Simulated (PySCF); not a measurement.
Compound: C6H4F3O (doublet state).
Structure used (GFN2-xTB), in Å, numbered top down from 1:
```xyz
14
C6H4F3O angstrom
C      0.0830    1.8897   -0.9618
C      0.0462    0.5765   -0.2693
O     -1.2474    0.0010   -0.3136
C     -1.4614   -1.1574    0.2749
F     -2.7430   -1.4782    0.1503
F     -1.1800   -1.1682    1.5895
F     -0.7541   -2.1757   -0.2490
C      1.0933    0.0040    0.3478
C      2.3928    0.1190    0.9939
C      1.8034   -1.1053    0.8471
H      1.0719    2.3248   -0.8622
H     -0.6596    2.5570   -0.5243
H     -0.1651    1.7712   -2.0166
H      1.7194   -2.1586    0.9710
```

The hyperfine couplings belong to this conformer and change with its torsions.

As a line formula: `C/C(OC(F)(F)F)=C1[C]=C\1` [radical].

Method: UKS B3LYP, pcH-1 on C F H O, non-relativistic, mean-field spin-orbit, GIAO in PySCF 2.14.0. One conformer (not necessarily the lowest) at the GFN2-xTB geometry, without solvent, vibrations or thermal averaging. The geometry wasn't refined by DFT: couplings that depend on bond lengths, twists or pyramidal angles can differ widely from those at the functional's own minimum. The frame is twisted about the C2–C8 bond at this geometry (dihedral C1–C2–C8–C9 = 22°); couplings at other torsion angles weren't computed. No stability test was run, so a lower SCF solution isn't excluded.

(1) Break the g tensor into its mass correction, gauge correction and orbital-Zeeman/spin–orbit terms.

(2) What effective moment and Curie constant follow for a powder?

(3) What are the electron Larmor frequencies g μB B/h along the three axes at 1200 mT?

(4) At 9.377 GHz, how far is the centre of the isotropic spectrum from where a free electron (g = 2.002319) resonates?

(5) In a frozen sample, at which fields do the three g values resonate at 9.5, 34, 94 and 263 GHz (hyperfine left aside), and which band first spreads them over more than twice a line width of 0.3 mT?

Results:

(1) 
```csv
Δg (ppm),1,2,3
relativistic mass correction,-172,-172,-172
gauge correction,-3,23,39
orbital Zeeman/spin–orbit,550,714,1102
total,375,565,969
```

So g = 2.00269, 2.00288, 2.00329 and g_iso = 2.00296; the tensor is rhombic: the two nearest values differ by 32 % of g3 − g1. 

(2) With the mean of g² = 4.0118 and S(S+1) = 0.75: μ_eff = √(⟨g²⟩S(S+1)) = 1.735 μB and χT = 0.12505·⟨g²⟩·S(S+1) = 0.376 cm³ K/mol (cgs; spin-Hamiltonian part alone).

(3) 33.6362, 33.6394, 33.6462 GHz for g1, g2 and g3, a range of 10.0 MHz.

(4) B = hν/(g μB) with μB/h = 13.99624 MHz/mT gives 334.59 mT for the free electron and 334.49 mT at g_iso, 0.11 mT lower.

(5) 
```tsv
band	GHz	B(g3) mT	B(g2) mT	B(g1) mT	spread mT
X	9.5	338.82	338.89	338.92	0.10
Q	34.0	1212.62	1212.86	1212.98	0.36
W	94.0	3352.53	3353.21	3353.53	1.00
J	263.0	9379.95	9381.85	9382.74	2.78
```

The spread grows in proportion to the frequency. W band is the first where it exceeds 0.6 mT.

Largest spin populations (Mulliken): C2 (+0.50), C10 (+0.23) and C9 (+0.18). Three atoms exceed +0.15. The angles at C2 add up to 360.0°, so it is planar.

The HOMO–LUMO gaps are 5.72 eV among the α and 2.36 eV among the β orbitals.

The SMILES draws the unpaired electron on C9; the largest computed Mulliken spin population is on C2 (0.50 against 0.18).
